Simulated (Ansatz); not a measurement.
Start from `[NH2][Ti]([OH])([Cl])[Cl]` and change one element to get `[NH2][Zr]([OH])([Cl])[Cl]`.

Ansatz, PBE0-D4/def2-TZVP geometries, multiplicity 1. Each molecule was computed in one conformer, which needn't be the lowest.

Elements past krypton have def2 core potentials. Scalar relativity is left out up to krypton.

```tsv
property	`[NH2][Ti]([OH])([Cl])[Cl]`
size of the dipole moment (ωB97M-V/def2-TZVPP) / D	2.99
size of the dipole moment (PBE/def2-TZVPP) / D	2.91
zero-point energy (PBE0-D4/def2-TZVP) / kJ/mol	105.5
size of the dipole moment (B3LYP/def2-TZVPP) / D	2.91
HOMO–LUMO gap (PBE/def2-TZVPP) / eV	3.26
HOMO energy (PBE0/def2-TZVPP) / eV	-8.11
```

Q: What does the change do to each property? (An estimate is asked.)

A: Computed: 
```json
{"property": "size of the dipole moment (ωB97M-V/def2-TZVPP) / D", "`[NH2][Zr]([OH])([Cl])[Cl]`": "3.40", "shift": "0.41"}
{"property": "size of the dipole moment (PBE/def2-TZVPP) / D", "`[NH2][Zr]([OH])([Cl])[Cl]`": "3.38", "shift": "0.47"}
{"property": "zero-point energy (PBE0-D4/def2-TZVP) / kJ/mol", "`[NH2][Zr]([OH])([Cl])[Cl]`": "103.7", "shift": "-1.8"}
{"property": "size of the dipole moment (B3LYP/def2-TZVPP) / D", "`[NH2][Zr]([OH])([Cl])[Cl]`": "3.37", "shift": "0.46"}
{"property": "HOMO–LUMO gap (PBE/def2-TZVPP) / eV", "`[NH2][Zr]([OH])([Cl])[Cl]`": "4.39", "shift": "1.13"}
{"property": "HOMO energy (PBE0/def2-TZVPP) / eV", "`[NH2][Zr]([OH])([Cl])[Cl]`": "-7.97", "shift": "0.14"}
```

With PBE0 the HOMO rises by 0.14 eV and the LUMO rises by 1.18 eV, so the gap widens by about 1.04 eV. PBE moves the HOMO by 0.15 eV and ωB97M-V by 0.10 eV. Dipoles are sizes alone; their direction can turn.

B3LYP here is the variant with VWN-RPA as its local correlation; programs differ in this.
